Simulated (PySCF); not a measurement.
PySCF was given this input:
```python
from pyscf import gto, scf, dft

mol = gto.M(
    atom='''
C    -0.00000000   -0.00000000   -0.59686216
C     0.00000000    0.00000000    0.59686216
H     0.00000000    0.00000000    1.64657465
H    -0.00000000   -0.00000000   -1.64657465
''',
    basis='def2-svp',
    verbose=3,
)

mf = dft.RKS(mol)
mf.xc = 'r2scan'
mf.kernel()
```

Question: What does this run give for the HOMO energy, HOMO-LUMO gap, Mulliken (on the basis functions themselves) charges in atom order, dipole moment, total energy?

Answer: 
| Quantity | Result |
|---|---|
| HOMO energy | -7.35 eV |
| HOMO-LUMO gap | 7.80 eV |
| Mulliken (on the basis functions themselves) charges in atom order | C1 -0.04, C2 -0.04, H3 0.04, H4 0.04 |
| dipole moment | 0.00 D |
| total energy | -77.2136 Eh |
